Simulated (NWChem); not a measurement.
System meant: C$_{2}$H$_{7}$InO; SMILES C[O][InH][CH3]

The following NWChem deck was run.

```
start job
memory heap 200 mb stack 900 mb global 1100 mb
geometry units angstroms noautoz
  In    -0.292961     0.354115    -0.001600
  H     -2.001053     0.092665    -0.004377
  C      1.044407     2.030155    -0.000189
  H      0.861938     2.668173     0.876562
  H      0.899968     2.636084    -0.906437
  H      2.076806     1.656218     0.027678
  O      0.741219    -1.370316     0.000904
  C      0.199477    -2.647055    -0.001266
  H      0.529709    -3.221635    -0.890059
  H      0.528806    -3.224030     0.886292
  H     -0.911628    -2.674308    -0.001861
end
basis spherical
  * library def2-svp
end
ecp
  In library def2-ecp
end
dft
  odft
  mult 2
  xc b3lyp
  iterations 150
  mulliken
end
task dft energy
```

End of the output:

```
 Summary of "ao basis" -> "" (spherical)
 ------------------------------------------------------------------------------
       Tag                 Description            Shells   Functions and Types
 ---------------- ------------------------------  ------  ---------------------
 *                          def2-svp                  on all atoms

                                 NWChem DFT Module
                                 -----------------

 Summary of "ao basis" -> "ao basis" (spherical)
 ------------------------------------------------------------------------------
       Tag                 Description            Shells   Functions and Types
 ---------------- ------------------------------  ------  ---------------------
 In                         def2-svp                10       26   4s4p2d
 H                          def2-svp                 3        5   2s1p
 C                          def2-svp                 6       14   3s2p1d
 O                          def2-svp                 6       14   3s2p1d

 Summary of "ao basis" -> "ao basis" (spherical)
 ------------------------------------------------------------------------------
       Tag                 Description            Shells   Functions and Types
 ---------------- ------------------------------  ------  ---------------------
 In                         def2-svp                10       26   4s4p2d
 H                          def2-svp                 3        5   2s1p
 C                          def2-svp                 6       14   3s2p1d
 O                          def2-svp                 6       14   3s2p1d

  number of electrons :                   48
  multiplicity        :                    2
 ------------------------------------------------------------------------
  no. of electrons and multiplicity not compatible                  48
 ------------------------------------------------------------------------
 ------------------------------------------------------------------------
  current input line :
    29: task dft energy
 ------------------------------------------------------------------------
 ------------------------------------------------------------------------
 There is an error in the input file
 ------------------------------------------------------------------------
 For more information see the NWChem manual at https://nwchemgit.github.io

0: no. of electrons and multiplicity not compatible:Received an Error in Communication
```

Q: What is wrong, and how is it mended?

A: The input was rejected before any calculation. Cause: the multiplicity doesn't fit the number of electrons (an even count wants an odd multiplicity, and the reverse). This input runs:
```
start job
memory heap 200 mb stack 900 mb global 1100 mb
geometry units angstroms noautoz
  In    -0.292961     0.354115    -0.001600
  H     -2.001053     0.092665    -0.004377
  C      1.044407     2.030155    -0.000189
  H      0.861938     2.668173     0.876562
  H      0.899968     2.636084    -0.906437
  H      2.076806     1.656218     0.027678
  O      0.741219    -1.370316     0.000904
  C      0.199477    -2.647055    -0.001266
  H      0.529709    -3.221635    -0.890059
  H      0.528806    -3.224030     0.886292
  H     -0.911628    -2.674308    -0.001861
end
basis spherical
  In library def2-svp
  H library def2-svp
  C library def2-svp
  O library def2-svp
end
ecp
  In library def2-ecp
end
dft
  xc b3lyp
  iterations 150
  mulliken
end
task dft energy
```
It converges to -345.70968 Ha (B3LYP/def2-SVP with def2 effective core potentials on In).
